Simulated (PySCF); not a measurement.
C₄H₃F₂NSe.
Cartesian coordinates in Å at the PBE0-D3(BJ)/def2-SVP level; atoms count from 1:
```xyz
11
C4H3F2NSe angstrom
C     -1.7325    0.0607   -0.0997
C     -0.2714    0.3623   -0.0945
N      0.1616    1.5669   -0.3632
Se     1.9741    1.6300   -0.2988
C      1.9893   -0.1808    0.1368
F      3.0766   -0.8834    0.3547
C      0.7081   -0.6438    0.1933
F      0.3760   -1.8941    0.4873
H     -2.0287   -0.4633    0.8214
H     -2.2980    0.9963   -0.1892
H     -1.9895   -0.5937   -0.9479
```

All values: wB97X-D/def2-SVPD (PySCF, non-relativistic), on one gas-phase PBE0-D3(BJ)/def2-SVP geometry that isn't relaxed in the solvent. The solvent is an IEF-PCM continuum (Bondi radii, 1.10 Å for H, scaled by 1.2), and excitations are vertical TDDFT with non-equilibrium linear response and a frozen core. Only the electrostatic response of the medium enters. Spin–orbit coupling is left out although an atom past zinc is present.

```json
{"run": "gas", "E − E(gas) (kcal/mol)": "0.00", "HOMO (eV)": "-9.09", "HOMO–LUMO gap (eV)": "9.53", "dipole (D)": "0.39", "lowest singlet (eV)": "4.73", "static polarisability (au)": "78.4"}
{"run": "P", "E − E(gas) (kcal/mol)": "-3.61", "HOMO (eV)": "-9.01", "HOMO–LUMO gap (eV)": "9.51", "dipole (D)": "0.33", "lowest singlet (eV)": "4.78", "static polarisability (au)": "109.3"}
{"run": "Q", "E − E(gas) (kcal/mol)": "-3.39", "HOMO (eV)": "-9.01", "HOMO–LUMO gap (eV)": "9.51", "dipole (D)": "0.33", "lowest singlet (eV)": "4.78", "static polarisability (au)": "107.1"}
```

Problem. The runs were made in acetone and water. Which run belongs to which solvent?

Solution. P = water, Q = acetone. The dielectric constants are 20.49 (acetone), 78.36 (water), and the energy falls further as ε rises. The optical constants n² used for the excitations are 1.85, 1.78 in the same order. In this model the ground state sees the solvent through ε alone.

Problem. How constant is the ratio of the lowering to (ε − 1)/(2ε + 1)?

Solution. 
```
solvent  (ε − 1)/(2ε + 1)  E − E(gas) (kcal/mol)  ratio (kcal/mol)  polarisation term (kcal/mol)
acetone             0.464                  -3.39              -7.3                         -3.86
  water             0.490                  -3.61              -7.4                         -4.14
```

The ratio changes by +0.8 % in size from acetone to water. The polarisation term is half the interaction of the solute with the induced surface charges.

wB97X-D is run here without its empirical dispersion term; that term would change no orbital, density or response property at a fixed geometry.
